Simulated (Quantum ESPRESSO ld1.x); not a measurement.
Values are calculated unless marked as measured or tabulated.
Li, configuration 1s1.75 2s1 3d0.25 (fractional occupations, a model configuration).

Level of theory: scalar-relativistic Kohn-Sham, LDA (Slater exchange, Perdew-Zunger correlation), spin-unpolarised, spherical densities, point nucleus; without spin polarisation the odd electron is poorly described (ld1.x of Quantum ESPRESSO 7.5).

Energy parts (hartree):
| part | energy |
|---|---|
| total | -6.8328 |
| kinetic | 6.7460 |
| electron-nucleus | -15.4761 |
| Hartree | 3.3609 |
| exchange-correlation | -1.4635 |

Orbitals (lengths in bohr, moments of r in powers of bohr; r(90%) holds 90 % of the orbital's charge):
orbital  occ.  eigenvalue (hartree)  r(90%)    <r^4>    <1/r>   <r^2>
1s       1.75              -2.15141    1.03   0.5417    2.705  0.4458
2s          1              -0.16280    5.36    349.1   0.4111   13.89
2p          0              -0.08745    6.42    745.1   0.3326   18.94
3s          0              -0.02337    21.5    84470  0.09530   228.6
3d       0.25              -0.01029    30.8   381000  0.05272   518.4
4d          0              -0.00132    52.2  3213000  0.03996    1434
4f          0              -0.00371    38.6   988600  0.03863   856.1

The highest occupied level is 3d at -0.280 eV. The configuration is held as typed, so some empty levels lie below it. Summed over all electrons, <r^2> = 144.3 bohr^2, which gives a Langevin (diamagnetic) susceptibility term of -114 x 10^-6 cm^3/mol.
